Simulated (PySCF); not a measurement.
Gas-phase reaction: 2 GaH3 + 3 N2H2 = 2 GaNH2 + 4 NH2

Computed with PySCF (xtb for GFN2) and rigid-rotor harmonic-oscillator thermochemistry at 1 bar. † marks an energy on the PBE0/def2-TZVP geometry and frequencies; other levels use their own. 6-31G* has spherical d functions here. Open shells (unrestricted): NH2 (multiplicity 2); the rest are closed-shell singlets. GFN2 has no spin-polarisation term. B3LYP is the form with VWN-RPA correlation. Ga: all electrons, no relativistic terms. GaH3, GaNH2: computed as isolated molecules; such fragments, hydroxides, amides, oligomers or adducts are transient or little studied in the gas. The harmonic model lacks anharmonicity and excited electronic states, which grow with temperature; levels with a mode under 35 cm⁻¹ are left out.

ΔH° and ΔS° at 298 K: B3LYP/def2-TZVP† 18 kJ, 191 J/K; GFN2-xTB 290 kJ, 186 J/K; HF/6-31G* -163 kJ, 188 J/K; HF/def2-TZVP† -225 kJ, 191 J/K; M06-2X/def2-TZVP† 37 kJ, 191 J/K; PBE/def2-TZVP† 85 kJ, 191 J/K.

Problem. With the heat capacities included, give log10 K (1 bar) at 500, 800, 1800, 2000, 2500 K from B3LYP/def2-TZVP†, GFN2-xTB, HF/6-31G*, HF/def2-TZVP†, M06-2X/def2-TZVP†, PBE/def2-TZVP†.

Solution. 
```json
[
 {"T (K)": "500", "B3LYP/def2-TZVP†": "8.3", "GFN2-xTB": "-20.4", "HF/6-31G*": "27.1", "HF/def2-TZVP†": "33.7", "M06-2X/def2-TZVP†": "6.3", "PBE/def2-TZVP†": "1.4"},
 {"T (K)": "800", "B3LYP/def2-TZVP†": "9.3", "GFN2-xTB": "-8.8", "HF/6-31G*": "21.0", "HF/def2-TZVP†": "25.2", "M06-2X/def2-TZVP†": "8.1", "PBE/def2-TZVP†": "5.0"},
 {"T (K)": "1800", "B3LYP/def2-TZVP†": "10.0", "GFN2-xTB": "1.5", "HF/6-31G*": "15.3", "HF/def2-TZVP†": "17.1", "M06-2X/def2-TZVP†": "9.5", "PBE/def2-TZVP†": "8.1"},
 {"T (K)": "2000", "B3LYP/def2-TZVP†": "10.1", "GFN2-xTB": "2.3", "HF/6-31G*": "14.7", "HF/def2-TZVP†": "16.4", "M06-2X/def2-TZVP†": "9.6", "PBE/def2-TZVP†": "8.3"},
 {"T (K)": "2500", "B3LYP/def2-TZVP†": "10.0", "GFN2-xTB": "3.6", "HF/6-31G*": "13.8", "HF/def2-TZVP†": "15.1", "M06-2X/def2-TZVP†": "9.6", "PBE/def2-TZVP†": "8.6"}
]
```
